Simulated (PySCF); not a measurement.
# Sb²⁺ (antimony, charge +2): UHF calculation

Configuration: [Kr] 4d10 5s2 5p1, 2P determinant. Calculation: PySCF 2.14, in x2c-TZVPall (8s6p4d2f, 60 functions); scalar relativity by spin-free X2C-1e.

| Property | Result |
| --- | --- |
| Total energy | -6477.048765 hartree |
| One-electron energy | -8865.1892 hartree |
| Hartree (Coulomb) energy | 2557.0572 hartree |
| Exchange energy | -168.9168 hartree |
| ⟨S²⟩ | 0.7581 |
| ⟨L²⟩ | 2.025 |
| Sum of ⟨r⟩ | 30.35 bohr |
| Sum of ⟨r²⟩ | 38.55 bohr² |
| Traceless quadrupole moment −½Σ⟨3z² − r²⟩ along its main axis | -3.04 e·bohr² |
| Langevin diamagnetic susceptibility | -30.5 ×10⁻⁶ cm³/mol |
| Time after the integrals | 0.4 s of wall time on 1 thread of Neoverse-N1 (shared host) |

| shell | electrons | mean orbital energy (eV) | spread (eV) | rms radius, mean of both spins (bohr) |
| --- | --- | --- | --- | --- |
| 1s α | 1 | -30661.6 | 0 | 0.0325 |
| 1s β | 1 | -30661.6 | 0 | 0.0325 |
| 2s α | 1 | -4776.6 | 0 | 0.133 |
| 2s β | 1 | -4776.6 | 0 | 0.133 |
| 2p α | 3 | -4285.9 | 0.027 | 0.118 |
| 2p β | 3 | -4285.9 | 0.089 | 0.118 |
| 3s α | 1 | -992.20 | 0 | 0.351 |
| 3s β | 1 | -992.14 | 0 | 0.351 |
| 3p α | 3 | -827.93 | 0.022 | 0.352 |
| 3p β | 3 | -827.84 | 0.260 | 0.352 |
| 3d α | 5 | -576.47 | 0.155 | 0.331 |
| 3d β | 5 | -576.45 | 0.224 | 0.331 |
| 4s α | 1 | -194.91 | 0 | 0.843 |
| 4s β | 1 | -194.75 | 0 | 0.843 |
| 4p α | 3 | -142.05 | 0.062 | 0.913 |
| 4p β | 3 | -141.87 | 0.631 | 0.913 |
| 4d α | 5 | -62.588 | 0.426 | 1.10 |
| 4d β | 5 | -62.441 | 0.711 | 1.10 |
| 5s α | 1 | -34.090 | 0 | 2.27 |
| 5s β | 1 | -31.737 | 0 | 2.27 |
| 5p α | 1 | -24.386 | 0 | 2.72 |

Densities and radii are taken from the X2C orbitals without a picture-change correction, which distorts them close to the nucleus.
